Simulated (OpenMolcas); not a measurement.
W4+ among 2 point charges of -2 e arranged as a linear pair (D∞h).

* Program: OpenMolcas 26.06
* Method: CASSCF
* Basis: ANO-RCC-VDZP [7s6p4d2f1g]
* Scalar Hamiltonian: DKH2, point nucleus
* Active space: 2 electrons in 5 orbitals (5d)
* State averaging: 2S+1 = 3 even, 10 roots; 2S+1 = 1 even, 15 roots
* Spin-orbit coupling: RASSI with atomic mean-field integrals over the reference wave functions

All point charges move together. At R = 2.07 Å the first state of the same spin is 7591 cm-1, and at R = 2.36 Å it is 3324 cm-1.

Task: A third run gives 5555 cm-1. What distance was it run at?

Result: With a power law R^-n the two known points give n = -ln(3324 / 7591) / ln(2.36 / 2.07) = 6.30. Then R = 2.07 × (7591 / 5555)^(1/6.30) = 2.175 Å. The run was at 2.19 Å, so the estimate is off by -0.015 Å.

Without dynamic correlation the repulsion within the d shell is too large (B by tens of per cent), so at a given field states of lower spin stand too high. Spin-orbit coupling mixes the spin-free states strongly: the lowest level takes only 66 % from its leading state, 3Σ (figures for R = 2.07; the like holds for R = 2.19, R = 2.36). This is an electrostatic model: the charges have no orbitals. No measured value stands beside these numbers.
